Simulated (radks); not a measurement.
Valence configurations of Fe I (all share [Ar]). All-electron calculation, non-relativistic Kohn-Sham, TPSS, spin-polarised, spherical densities, point nucleus; open shells are filled with parallel spins first; meta-GGA in the generalised Kohn-Sham scheme. Program: a radial shooting solver on a logarithmic mesh with Libxc functionals. Energies are relative to 3d6 4s2; eigenvalues in eV for spin up.

3d6 4s2: E (eV) 0.000; moment (Bohr magnetons) 4; e(3d) -9.199; e(4s) -5.546
3d4 4s2 4p2: E (eV) 21.661; moment (Bohr magnetons) 6; e(3d) -23.484; e(4p) -4.432; e(4s) -10.204
3d3 4s2 4p3: E (eV) 43.867; moment (Bohr magnetons) 6; e(3d) -31.181; e(4p) -5.747; e(4s) -12.221
3d6 4s1 4p1: E (eV) 2.497; moment (Bohr magnetons) 6; e(3d) -10.537; e(4p) -2.467; e(4s) -6.891
3d7 4s1: E (eV) 0.230; moment (Bohr magnetons) 4; e(3d) -4.866; e(4s) -4.651
3d8: E (eV) 3.063; moment (Bohr magnetons) 2; e(3d) -2.387
3d5 4s2 4p1: E (eV) 5.594; moment (Bohr magnetons) 6; e(3d) -16.233; e(4p) -3.054; e(4s) -8.068
3d6 4s1.5 4p0.5: E (eV) 1.432; moment (Bohr magnetons) 5; e(3d) -9.942; e(4p) -2.063; e(4s) -6.359
3d5.5 4s2 4p0.5: E (eV) 2.341; moment (Bohr magnetons) 5; e(3d) -12.624; e(4p) -2.276; e(4s) -6.862
3d5 4s1 4p2: E (eV) 8.077; moment (Bohr magnetons) 8; e(3d) -17.216; e(4p) -3.770; e(4s) -8.958

NIST lists [Ar] 3d6 4s2 as the ground configuration; this level of theory agrees among the configurations tried. The energies are those of spherical high-spin densities, not of single terms.
